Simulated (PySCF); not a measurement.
## Two-component Hartree-Fock for Lu⁺ (lutetium, charge +1)

Start: [Xe] 4f14 6s1 6p1; 6s1/2 filled at m_j = +1/2; 6p3/2 filled at m_j = +3/2. Calculated with PySCF 2.14 in x2c-TZVPall-2c: generalised Hartree-Fock with the X2C-1e Hamiltonian and a Gaussian nucleus; spin-orbit coupling (SO) screened by Boettger's factors. This is a chosen level, not necessarily the ground level.

```json
{"spinor shell": "1s1/2", "electrons": "2", "ε, screened SO (eV)": "-63643.1", "weight of nominal j (screened SO)": "1.000", "rms radius, screened SO (bohr)": "0.0219"}
{"spinor shell": "2s1/2", "electrons": "2", "ε, screened SO (eV)": "-10974.9", "weight of nominal j (screened SO)": "1.000", "rms radius, screened SO (bohr)": "0.0884"}
{"spinor shell": "2p1/2", "electrons": "2", "ε, screened SO (eV)": "-10455.7", "weight of nominal j (screened SO)": "1.000", "rms radius, screened SO (bohr)": "0.0754"}
{"spinor shell": "2p3/2", "electrons": "4", "ε, screened SO (eV)": "-9332.8", "weight of nominal j (screened SO)": "1.000", "rms radius, screened SO (bohr)": "0.0825"}
{"spinor shell": "3s1/2", "electrons": "2", "ε, screened SO (eV)": "-2552.7", "weight of nominal j (screened SO)": "1.000", "rms radius, screened SO (bohr)": "0.227"}
{"spinor shell": "3p1/2", "electrons": "2", "ε, screened SO (eV)": "-2323.2", "weight of nominal j (screened SO)": "1.000", "rms radius, screened SO (bohr)": "0.218"}
{"spinor shell": "3p3/2", "electrons": "4", "ε, screened SO (eV)": "-2079.2", "weight of nominal j (screened SO)": "1.000", "rms radius, screened SO (bohr)": "0.232"}
{"spinor shell": "3d3/2", "electrons": "4", "ε, screened SO (eV)": "-1694.1", "weight of nominal j (screened SO)": "1.000", "rms radius, screened SO (bohr)": "0.206"}
{"spinor shell": "3d5/2", "electrons": "6", "ε, screened SO (eV)": "-1641.3", "weight of nominal j (screened SO)": "1.000", "rms radius, screened SO (bohr)": "0.210"}
{"spinor shell": "4s1/2", "electrons": "2", "ε, screened SO (eV)": "-545.63", "weight of nominal j (screened SO)": "1.000", "rms radius, screened SO (bohr)": "0.509"}
{"spinor shell": "4p1/2", "electrons": "2", "ε, screened SO (eV)": "-450.80", "weight of nominal j (screened SO)": "1.000", "rms radius, screened SO (bohr)": "0.520"}
{"spinor shell": "4p3/2", "electrons": "4", "ε, screened SO (eV)": "-394.82", "weight of nominal j (screened SO)": "1.000", "rms radius, screened SO (bohr)": "0.552"}
{"spinor shell": "4d3/2", "electrons": "4", "ε, screened SO (eV)": "-238.37", "weight of nominal j (screened SO)": "1.000", "rms radius, screened SO (bohr)": "0.585"}
{"spinor shell": "4d5/2", "electrons": "6", "ε, screened SO (eV)": "-227.84", "weight of nominal j (screened SO)": "1.000", "rms radius, screened SO (bohr)": "0.597"}
{"spinor shell": "5s1/2", "electrons": "2", "ε, screened SO (eV)": "-83.873", "weight of nominal j (screened SO)": "1.000", "rms radius, screened SO (bohr)": "1.26"}
{"spinor shell": "5p1/2", "electrons": "2", "ε, screened SO (eV)": "-54.411", "weight of nominal j (screened SO)": "1.000", "rms radius, screened SO (bohr)": "1.41"}
{"spinor shell": "5p3/2", "electrons": "4", "ε, screened SO (eV)": "-47.020", "weight of nominal j (screened SO)": "1.000", "rms radius, screened SO (bohr)": "1.52"}
{"spinor shell": "4f5/2", "electrons": "6", "ε, screened SO (eV)": "-33.537", "weight of nominal j (screened SO)": "1.000", "rms radius, screened SO (bohr)": "0.790"}
{"spinor shell": "4f7/2", "electrons": "8", "ε, screened SO (eV)": "-31.974", "weight of nominal j (screened SO)": "1.000", "rms radius, screened SO (bohr)": "0.800"}
{"spinor shell": "6s1/2", "electrons": "1", "ε, screened SO (eV)": "-14.938", "weight of nominal j (screened SO)": "0.995", "rms radius, screened SO (bohr)": "3.58"}
{"spinor shell": "6p3/2", "electrons": "1", "ε, screened SO (eV)": "-9.759", "weight of nominal j (screened SO)": "1.000", "rms radius, screened SO (bohr)": "4.55"}
```

```tsv
quantity	screened SO
E (hartree)	-14566.55545
M_J	2
⟨J²⟩	6.032
⟨L²⟩	2.136
⟨S²⟩	2.106
```

Each row is a mean over spinors that exchange with the open shell spreads, by up to 0.527 eV (5p3/2).

Breit and QED terms are absent; they matter most for the inner s and p1/2 levels.

Densities and radii are taken from the X2C orbitals without a picture-change correction, which distorts them close to the nucleus.
